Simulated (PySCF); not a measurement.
Gas-phase reaction: GeCl3 + 2 HCl ⇌ GeH2Cl2 + 3 Cl

Computed with PySCF and rigid-rotor harmonic-oscillator thermochemistry at 1 bar. † marks an energy on the PBE0/def2-TZVP geometry and frequencies; other levels use their own. MP2 freezes the core. 6-31G* has spherical d functions here. Open shells (unrestricted): GeCl3 (multiplicity 2), Cl (multiplicity 2); the rest are closed-shell singlets. Spin-orbit splitting is ignored; it lowers the true energy and changes the entropy of Cl. Ge: all electrons, no relativistic terms. GeCl3: computed as isolated molecules; such fragments, hydroxides, amides, oligomers or adducts are transient or little studied in the gas. MP2 isn't extrapolated to the basis-set limit.

HF/6-31G* gives ΔH°(298 K) = 312 kJ.

Question: What do PBE0/def2-SVP†, MP2/def2-TZVPP†, r2SCAN/def2-TZVP† give?

Answer: PBE0/def2-SVP†: 567 kJ; MP2/def2-TZVPP†: 592 kJ; r2SCAN/def2-TZVP†: 597 kJ. For scale, ΔH°(298 K) is 312 kJ at this level, 589 kJ at ωB97M-V/def2-TZVP†, and runs from 312 to 714 kJ over the 19 levels computed († marks an energy on the PBE0/def2-TZVP geometry).
